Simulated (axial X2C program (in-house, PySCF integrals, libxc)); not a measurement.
## What spin–orbit coupling does to HfF⁺

Calculated with an in-house relativistic program for diatomic molecules. Spin-free means the one-electron spin-free X2C Hamiltonian; two-component (2c) means X2C with spin–orbit coupling and atomic mean-field two-electron Coulomb and Gaunt terms, so the difference of the two also holds small scalar two-electron terms. Basis: Hf dyall-cv3z [13s14p9d7f4g], F dyall-av3z [7s6p3d2f] (cores contracted in-house); Gaussian nuclei, density fitting, unrestricted open shells. Masses: Hf 179.947 u, F 18.998 u.

Spin-free state: M_S = 1, Λ = 2 (beyond evenly filled blocks: σα, δ+α); fragments Hf+ + F.

```tsv
level	Re (Å)	ωe (cm⁻¹)	De (eV)	μ (D)
PBE0	1.808	763.5	6.368	-3.71
HF	1.827	755.0	4.666	-4.47
MP2	1.836	736.0	6.733	n/a
CCSD	1.833	742.3	6.054	n/a
CCSD(T)	1.836	736.6	6.208	n/a
BLYP	1.832	727.6	6.343	-3.41
```

Correlated methods: 10 electrons correlated (number of frozen shells: Hf 5 s, 4 p, 2 d, 1 f; F 1 s), 316 virtual spin orbitals or spinors in MP2, 90 natural virtuals in coupled cluster.

Dipoles are positive if F is the positive end and refer to the centre of mass.

Two-component determinant lowest at the distance of the search:

Ω = 1 (⟨Sz⟩ = -0.99, ⟨Lz⟩ = 1.99 at HF); fragments Hf+ + F.

```json
{"level": "PBE0", "Re (Å)": "1.808", "ωe (cm⁻¹)": "761.5", "μ (D)": "-3.71"}
{"level": "HF", "Re (Å)": "1.827", "ωe (cm⁻¹)": "752.9", "μ (D)": "-4.47"}
{"level": "MP2", "Re (Å)": "1.837", "ωe (cm⁻¹)": "733.6", "μ (D)": "n/a"}
{"level": "CCSD", "Re (Å)": "1.834", "ωe (cm⁻¹)": "739.9", "μ (D)": "n/a"}
{"level": "CCSD(T)", "Re (Å)": "1.837", "ωe (cm⁻¹)": "734.2", "μ (D)": "n/a"}
{"level": "BLYP", "Re (Å)": "1.832", "ωe (cm⁻¹)": "725.3", "μ (D)": "-3.42"}
```

From the two tables, how do the constants change at the CCSD(T) level (2c against spin-free)?

At the CCSD(T) level Re is unchanged within 0.001 Å and ωe falls by 2.4 cm⁻¹.

One determinant describes the state; a PBE0 search over occupations chose it and may have missed a lower one. De is counted from the lowest determinant-based energies of the atoms at the same level, without counterpoise correction. De is not given where an atomic determinant may have missed its ground term or J level, or where the truncated virtual space spoils (T). Density functionals use the spin component along the axis (collinear). CCSD and (T) use frozen natural virtuals with an MP2 correction for the truncation; (T) itself is uncorrected, so its De runs slightly low. Other states lie close and PBE0, whose exact exchange favours high spin, may order them wrongly; the determinant shown need not be the ground state. The nearest other spin-free determinant of the search, M_S = 0, Λ = 0, lies 0.03 eV up at the distance of the search. The functionals have no current-density term, which raises determinants with orbital currents, atoms included. With several unpaired electrons one determinant need not be a pure state. The outer-core s and p shells of the metal are frozen in the correlated rows, which leaves out core–valence correlation; for alkali and alkaline-earth bonds that tends to lengthen them. At some level and bond length an empty orbital lies below a filled one. With the outer-core shells frozen, correlated bond lengths of heavy atoms tend to come out a few hundredths of an ångström too long.
